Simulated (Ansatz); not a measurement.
A single point on `[CH3][Bi]([F])[Cl]`.

```yaml
crystal:
  periodic: [false, false, false]
  atoms:
    - {symbol: C, position_ang: [-0.318772, 0.817363, 0.290215]}
    - {symbol: Bi, position_ang: [0.760167, -0.484457, -1.156776]}
    - {symbol: F, position_ang: [1.992754, -1.180522, 0.277020]}
    - {symbol: Cl, position_ang: [-0.911262, -2.254202, -1.028781]}
    - {symbol: H, position_ang: [-1.284636, 1.103885, -0.126807]}
    - {symbol: H, position_ang: [-0.458343, 0.227293, 1.195132]}
    - {symbol: H, position_ang: [0.281393, 1.702640, 0.504198]}
basis:
  gaussian: {orbitals: def2-QZVPP}
correlation: {method: mp2}
```

```sh
$ ansatz run in.yaml --threads 2 --pin off --events-out ev --progress --plain
```

Shortened log:

```
Functional definition: HF
2122 factors; integrals over basis functions are off by at most 7.5e-4 eV
mean field evaluation 1: about -22098.6344 eV, gradient 4.3e1 eV
mean field evaluation 2: about -22098.7400 eV, gradient 4.4e1 eV
mean field evaluation 4: about -22102.8500 eV, gradient 3.8e0 eV
mean field evaluation 8: about -22102.9217 eV, gradient 5.4e-1 eV
mean field evaluation 16: about -22102.9230 eV, gradient 2.7e-6 eV
mean field -22102.92304604 eV, -812.2674400426 hartree, gradient 2.7e-6 eV, S^2 0.000000; 0 other end points of the search recorded, 0 dependent functions left out
11 core orbitals not correlated: weight in the atoms' cores, before any rotation towards them, 1.000 or more for the frozen orbitals, at most 0.000 for the correlated occupied ones
reference -22102.92304604 eV, -812.2674400426 hartree; 18, 18 occupied and 327, 327 virtual orbitals, 2122 factors
second order -33.63590808 eV of doubles, -0.00000000 eV of singles
Total energy: -22136.55895412 eV, -813.5035368653 hartree
```

Run time 14 s (2 threads of a server CPU on a shared host); peak host memory 1.4 GiB.
